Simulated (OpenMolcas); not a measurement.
# W4+ in a point-charge field

W4+ among 2 point charges of -1 e arranged as a linear pair (D∞h), 1.87 Å from the ion.
```
   0.0000    0.0000    1.8700  -1.00
   0.0000    0.0000   -1.8700  -1.00
```

```json
{"Program": "OpenMolcas 26.06", "Method": "CASSCF", "Basis": "ANO-RCC-VTZP [8s7p5d3f2g1h]", "Scalar Hamiltonian": "DKH2, point nucleus", "Active space": "2 electrons in 5 orbitals (5d)", "State averaging": "2S+1 = 3 even, 10 roots; 2S+1 = 1 even, 15 roots", "Spin-orbit coupling": "state interaction with AMFI integrals over the reference wave functions"}
```

The lowest spin-free states (labels by Λ), above the lowest:

```json
{"State": "3Σ", "Degeneracy": "1", "E (cm-1)": "0.0", "Free-ion L (%)": "F (52)"}
{"State": "3Φ", "Degeneracy": "2", "E (cm-1)": "2139", "Free-ion L (%)": "F (100)"}
{"State": "3Π", "Degeneracy": "2", "E (cm-1)": "5198", "Free-ion L (%)": "F (86)"}
{"State": "1Σ", "Degeneracy": "1", "E (cm-1)": "7098", "Free-ion L (%)": "D (91)"}
{"State": "3Δ", "Degeneracy": "2", "E (cm-1)": "7726", "Free-ion L (%)": "F (100)"}
{"State": "1Γ", "Degeneracy": "2", "E (cm-1)": "8074", "Free-ion L (%)": "G (100)"}
{"State": "1Π", "Degeneracy": "2", "E (cm-1)": "12419", "Free-ion L (%)": "D (97)"}
{"State": "3Σ", "Degeneracy": "1", "E (cm-1)": "15918", "Free-ion L (%)": "P (52)"}
{"State": "1Φ", "Degeneracy": "2", "E (cm-1)": "18184", "Free-ion L (%)": "G (100)"}
{"State": "1Δ", "Degeneracy": "2", "E (cm-1)": "23799", "Free-ion L (%)": "D (93)"}
{"State": "3Π", "Degeneracy": "2", "E (cm-1)": "25968", "Free-ion L (%)": "P (86)"}
{"State": "1Δ", "Degeneracy": "2", "E (cm-1)": "26191", "Free-ion L (%)": "G (93)"}
{"State": "1Π", "Degeneracy": "2", "E (cm-1)": "31613", "Free-ion L (%)": "G (97)"}
{"State": "1Σ", "Degeneracy": "1", "E (cm-1)": "33219", "Free-ion L (%)": "G (96)"}
{"State": "1Σ", "Degeneracy": "1", "E (cm-1)": "49614", "Free-ion L (%)": "S (91)"}
```

The lowest levels with spin-orbit coupling:

| E (cm-1) | Degeneracy | 2S+1 | g |
| --- | --- | --- | --- |
| 0.0 | 1 | 3 (82 %) |  |
| 1748 | 2 | 3 | 0.00 0.00 2.22 |
| 3550 | 2 | 3 | 0.00 0.00 2.66 |
| 6431 | 2 | 3 (88 %) | 0.00 0.00 2.44 |
| 7068 | 2 | 3 | 0.00 0.00 6.14 |
| 9447 | 1 | 3 |  |
| 9970 | 2 | 3 (60 %) | 0.00 0.00 9.21 |
| 10043 | 2 | 3 | 0.00 0.00 5.16 |
| 11124 | 1 | 3 |  |
| 13466 | 2 | 3 | 0.00 0.00 1.02 |
| 15542 | 1 | 1 (76 %) |  |
| 15633 | 2 | 3 | 0.00 0.00 4.64 |
| 16140 | 2 | 3 (88 %) | 0.00 0.00 7.65 |
| 16325 | 2 | 1 (60 %) | 0.00 0.00 8.80 |
| 19132 | 2 | 3 (55 %) | 0.00 0.00 2.60 |
| 20454 | 1 | 3 |  |
| 22911 | 2 | 3 (69 %) | 0.00 0.00 3.19 |
| 25044 | 2 | 1 (87 %) | 0.00 0.00 6.22 |
| 27497 | 2 | 1 (61 %) | 0.00 0.00 4.67 |
| 30100 | 1 | 3 |  |

Powder χT (cm3 K/mol): 0 at 2 K, 0.00146 at 10 K, 0.00729 at 50 K, 0.0146 at 100 K, 0.0292 at 200 K, 0.0438 at 300 K. The effective moment at 300 K is 2.828 √(χT) = 0.59 μB.

Spin-orbit coupling mixes the spin-free states strongly: the lowest level takes only 59 % from its leading state, 3Σ. Without dynamic correlation the repulsion within the d shell is too large (B by tens of per cent), so at a given field states of lower spin stand too high. This is an electrostatic model: the charges have no orbitals. No measured value stands beside these numbers.

With an even number of electrons the g values are those of a degenerate or nearly degenerate non-Kramers pair.
